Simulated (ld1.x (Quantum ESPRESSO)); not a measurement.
Reading a pseudo-wave (silicon)

Columns: radius, all-electron u(r) and pseudo u(r) of the 2s shell (level -139.13 eV) of silicon in the configuration [He] 2s2 2p6 3s2 3p2; PBEsol, scalar-relativistic, RRKJ scheme, ld1.x (Quantum ESPRESSO) 7.5.

| r (bohr) | all-electron | pseudo |
| --- | --- | --- |
| 0.042 | 0.6050 | -0.1527 |
| 0.085 | 0.5498 | -0.3091 |
| 0.128 | 0.2232 | -0.4654 |
| 0.170 | -0.1627 | -0.6177 |
| 0.212 | -0.5249 | -0.7684 |
| 0.255 | -0.8325 | -0.9181 |
| 0.298 | -1.0651 | -1.0577 |
| 0.340 | -1.2228 | -1.1770 |
| 0.382 | -1.3202 | -1.2711 |
| 0.425 | -1.3686 | -1.3335 |
| 0.467 | -1.3762 | -1.3578 |
| 0.510 | -1.3532 | -1.3467 |
| 0.552 | -1.3088 | -1.3074 |
| 0.595 | -1.2476 | -1.2475 |
| 0.638 | -1.1760 | -1.1760 |
| 0.680 | -1.1003 | -1.1003 |
| 0.722 | -1.0219 | -1.0219 |
| 0.765 | -0.9415 | -0.9415 |
| 0.807 | -0.8644 | -0.8644 |
| 0.850 | -0.7883 | -0.7883 |
| 0.892 | -0.7175 | -0.7175 |
| 0.935 | -0.6494 | -0.6494 |
| 0.977 | -0.5874 | -0.5874 |
| 1.020 | -0.5285 | -0.5285 |
| 1.062 | -0.4756 | -0.4756 |
| 1.105 | -0.4260 | -0.4260 |

(1) How many radial nodes do the two functions have?

(2) At about which radius was the pseudo-wave matched?

(3) Is the pseudo-wave norm-conserving?

## Answers

(1) The all-electron 2s function has n − l − 1 = 1; the pseudo-wave has 0, since the states of the same l below it are removed with the core.

(2) 0.65 bohr. The columns agree to 0.0005 from 0.59 bohr on; several derivatives are matched, so the curves merge somewhat inside the radius.

(3) Yes: the RRKJ scheme keeps the norm inside the radius equal to the all-electron one, which fixes the energy derivative of the logarithmic derivative at the level.
